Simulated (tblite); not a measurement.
Compound: C₆H₁₃ClSi₂.
Numbering: `[CH2:1]=[C:2]([Cl:3])[C@H:4]1[CH2:5][CH2:6][CH2:7][SiH2:8][SiH2:9]1` (hydrogens: H10, H11 on C1; H12 on C4; H13, H14 on C5; H15, H16 on C6; H17, H18 on C7; H19, H20 on Si8; H21, H22 on Si9)

Structure used (GFN2-xTB), in Å, numbered top down from 1:
```xyz
22
C6H13ClSi2 angstrom
C     -3.3121    0.5592    0.6315
C     -2.3096    0.2405   -0.1712
Cl    -2.6339   -0.0244   -1.8575
C     -0.8803    0.1288    0.2122
C     -0.2564   -1.1863   -0.2775
C      1.0819   -1.5327    0.3808
C      2.2912   -0.8065   -0.2130
Si     2.2655    1.0813    0.0732
Si     0.0893    1.6718   -0.4186
H     -3.1388    0.7275    1.6798
H     -4.3229    0.6624    0.2798
H     -0.8496    0.1312    1.3071
H     -0.1282   -1.1578   -1.3620
H     -0.9615   -1.9956   -0.0591
H      1.2389   -2.6104    0.2691
H      1.0205   -1.3294    1.4537
H      2.3316   -1.0165   -1.2841
H      3.1974   -1.2397    0.2146
H      2.6562    1.3378    1.4686
H      3.3042    1.6958   -0.7620
H     -0.4869    2.8302    0.2773
H     -0.2068    1.8521   -1.8438
```

Level: GFN2-xTB in tblite, geometry and Hessian alike; calculated harmonic values, unscaled, isolated species. The method is semi-empirical: single wavenumbers can be off by several per cent or more. Modes of hydrogen on silicon can be 10 to 20 % off. One conformer, not necessarily the lowest.

Harmonic wavenumbers (cm⁻¹): 47.1, 49.9, 102.5, 133.6, 158.0, 213.9, 252.9, 283.4, 348.8, 375.0, 420.7, 431.2, 451.7, 494.9, 530.7, 550.7, 566.0, 618.3, 618.9, 669.5, 672.4, 696.8, 716.4, 783.3, 792.3, 813.6, 855.4, 898.0, 907.5, 966.1, 997.8, 1055.1, 1104.6, 1122.6, 1146.1, 1200.7, 1210.7, 1247.7, 1292.7, 1309.0, 1352.3, 1357.7, 1396.0, 1482.6, 1499.2, 1504.7, 1681.2, 2175.8, 2200.5, 2211.9, 2226.2, 2921.5, 2934.5, 2941.9, 2957.1, 2965.8, 2977.0, 2978.2, 3112.8, 3144.4.

A = 1728, B = 601.2, C = 544.1 MHz; mass 176.024 u (most abundant isotopes); point group C1, symmetry number 1.

Problem. What is the zero-point energy?

Solution. ½Σν̃ = 36564 cm⁻¹ = 437.40 kJ/mol.

Problem. What is S at 400 K and 1 bar for an ideal gas of classical rigid rotors and harmonic oscillators?

Solution. Translation 179.45, rotation 132.20, vibration 201.56: S = 513.2 J/(mol K).

Problem. And Cp and H(400 K) − H(0)?

Solution. Cp = 248.97 J/(mol K), of which vibrations give 215.72 (their classical limit is 60 R = 498.9); H(400 K) − H(0) = 56.29 kJ/mol without the zero-point energy, 42.99 from vibrations.

Problem. How do the functions run with temperature in this model?

Solution. 
```tsv
T (K)	S (J/(mol K))	Cp (J/(mol K))	H − H(0) (kJ/mol)	G − H(0) (kJ/mol)	ln q(vib)
50	258.2	57.5	2.18	-10.74	0.66
100	305.9	83.0	5.69	-24.90	2.01
298.15	447.7	197.7	33.46	-100.02	8.04
373.15	496.3	236.4	49.77	-135.44	10.45
500	573.3	290.1	83.32	-203.36	14.54
750	706.0	363.2	165.70	-363.77	22.34
1000	817.3	410.2	262.77	-554.57	29.55
```

q(vib) and H(0) count from the zero-point level.

Problem. Blend soft modes into free rotors: weight 1/[1 + (100 cm⁻¹/ν̃)⁴] for the oscillator and the rest for a rotor with moment μB/(μ + B), μ = h/(8π²ν), B = 10⁻⁴⁴ kg m². What vibrational entropy results?

Solution. 186.37 J/(mol K) in place of 201.56, which changes −T·S at 400 K by +6.08 kJ/mol.

Problem. What must be added to the electronic energy to get the Gibbs energy at 400 K and 1 bar?

Solution. ZPE + [H(400 K) − H(0)] − T·S = 437.40 + 56.29 − 205.28 = 288.41 kJ/mol.

Hindered rotation and anharmonicity are outside this model. Other conformers, if any are populated, would add a mixing term that is left out. The structure is chiral; the term R ln 2 for an equal mix with its mirror image is left out.

The run took 1.4 s of wall time on Arm Neoverse V1, one thread, shared host with 32 logical CPUs at a one-minute load of 20. The figure is for the frequency step alone.
